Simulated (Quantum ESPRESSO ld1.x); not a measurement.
Problem. Mn+, configuration [Ar] 3d5 4s1 (the NIST ground configuration). All-electron calculation, scalar-relativistic Kohn-Sham, LDA (Slater exchange, Perdew-Wang correlation), spin-polarised, spherical densities, point nucleus; open shells are filled with parallel spins first. Program: ld1.x of Quantum ESPRESSO 7.5. Some entries of the table are withheld. Estimate them.

| orbital | occ. | eigenvalue (eV) | <r^2> (bohr^2) | <r> (bohr) |
|---|---|---|---|---|
| 1s up | 1 | -6421.86 | 0.005005 | 0.06101 |
| 1s down | 1 | -6421.80 | 0.005005 | 0.06101 |
| 2s up | 1 | -750.302 | 0.09285 | 0.2804 |
| 2s down | 1 | -748.022 | 0.09250 | 0.2799 |
| 2p up | 3 | -637.640 | 0.07550 | 0.2477 |
| 2p down | 3 | -635.868 | 0.07511 | 0.2471 |
| 3s up | 1 | -95.1357 | 0.8407 | 0.8530 |
| 3s down | 1 | -90.0542 | 0.8471 | 0.8561 |
| 3p up | 3 | -64.2043 | 0.9658 | 0.9045 |
| 3p down | 3 | -59.2182 | 0.9786 | 0.9099 |
| 3d up | 5 | (1) | 1.794 | (2) |
| 4s up | 1 | -12.8548 | 8.462 | 2.725 |
| 3d down | 0 | (3) | 2.077 | (4) |
| 4s down | 0 | -10.3529 | 9.857 | 2.929 |
| 4p up | 0 | -7.8707 | 12.96 | 3.361 |
| 4p down | 0 | -6.0684 | 16.68 | 3.797 |
| 5s up | 0 | (5) | 53.47 | 6.874 |
| 5s down | 0 | (6) | 64.25 | 7.531 |

Solution. 
(1) 3d up eigenvalue (eV): -16.5519
(2) 3d up <r> (bohr): 1.169
(3) 3d down eigenvalue (eV): -11.9077
(4) 3d down <r> (bohr): 1.242
(5) 5s up eigenvalue (eV): -3.3044
(6) 5s down eigenvalue (eV): -2.9205
